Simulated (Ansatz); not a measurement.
This geometry of a periodic cell of 31 atoms, Al (host Al, host structure fcc, one Al atom removed) is a first-order saddle point.

Computed with Ansatz 0.2.0, DFT PBEsol, scalar-relativistic, plane waves, PAW. Settings: PAW set soft_1, cutoff 420 eV, k mesh 3x3x3, gaussian smearing 0.05 eV, no spin polarisation.

```xyz
31
Lattice="8.1000 0.0000 0.0000 0.0000 8.1000 0.0000 0.0000 0.0000 8.1000" Properties=species:S:1:pos:R:3
Al 4.060 -0.034 0.030
Al 6.076 2.024 0.001
Al 6.047 -0.034 2.017
Al -0.009 0.009 -0.007
Al 2.019 2.024 -0.069
Al 4.060 4.082 0.030
Al 6.071 6.074 0.006
Al 1.971 0.151 1.973
Al 4.068 2.024 2.009
Al 6.047 4.082 2.017
Al 4.104 0.151 4.106
Al 6.146 2.024 4.058
Al 6.084 0.009 6.086
Al -0.009 4.039 -0.007
Al 2.055 6.074 0.054
Al -0.070 2.024 2.021
Al 1.971 3.897 1.973
Al 0.028 -0.034 4.062
Al 2.007 2.024 4.070
Al 4.104 3.897 4.106
Al 6.023 6.074 4.022
Al 2.015 -0.034 6.049
Al 4.056 2.024 6.147
Al 6.084 4.039 6.086
Al 0.052 6.074 2.057
Al 0.028 4.082 4.062
Al 3.038 6.074 3.039
Al -0.001 2.024 6.078
Al 2.015 4.082 6.049
Al 4.020 6.074 6.024
Al 0.005 6.074 6.072
```

Problem. Which two structures does it join? (They come from a converged band through this point; their orientation in space is the band's.)

Solution. The atom that moves furthest is Al27, by 2.82 Å; four of its nearest neighbours are Al17 2.84, Al11 2.84, Al20 2.85, Al8 2.85 Å at the first end and Al11 2.84, Al20 2.84, Al8 2.84, Al17 2.84 Å at the last.

Initial state:

```xyz
31
Lattice="8.1000 0.0000 0.0000 0.0000 8.1000 0.0000 0.0000 0.0000 8.1000" Properties=species:S:1:pos:R:3
Al 4.051 -0.014 0.016
Al 6.084 2.024 -0.004
Al 6.062 -0.014 2.029
Al 0.000 0.004 -0.005
Al 2.017 2.023 -0.003
Al 4.049 4.060 0.018
Al 6.060 6.073 0.018
Al 2.039 -0.016 2.029
Al 4.050 2.022 2.028
Al 6.061 4.061 2.028
Al 4.051 -0.017 4.039
Al 6.083 2.023 4.062
Al 6.084 0.005 6.078
Al 0.001 4.042 -0.005
Al 2.039 6.073 0.018
Al 0.001 2.023 2.028
Al 2.039 4.062 2.029
Al 0.001 0.006 4.060
Al 2.018 2.023 4.062
Al 4.051 4.062 4.039
Al 6.062 6.074 4.040
Al 2.017 0.005 6.079
Al 4.051 2.023 6.078
Al 6.082 4.042 6.078
Al -0.001 6.073 2.028
Al -0.001 4.040 4.061
Al 2.038 6.073 4.041
Al 0.000 2.023 6.078
Al 2.018 4.040 6.079
Al 4.050 6.072 6.079
Al 0.000 6.073 6.077
```

Final state:

Only the atoms that move by more than 0.05 Å are listed.
```
Al27 4.033 6.075 2.042
```

Problem. How far does it lie above each of them?

Solution. 0.68 eV above the first and 0.67 eV above the second. This is the barrier of this one path; another mechanism may lie lower. Limits of this set-up: coarse k mesh, PAW files made for another functional, a small cell, in which the defect meets its images, a typed lattice constant that wasn't relaxed here.

The run took 12 min on 4 threads of Arm Neoverse V2, with other jobs on the host, peak memory 4 GiB.
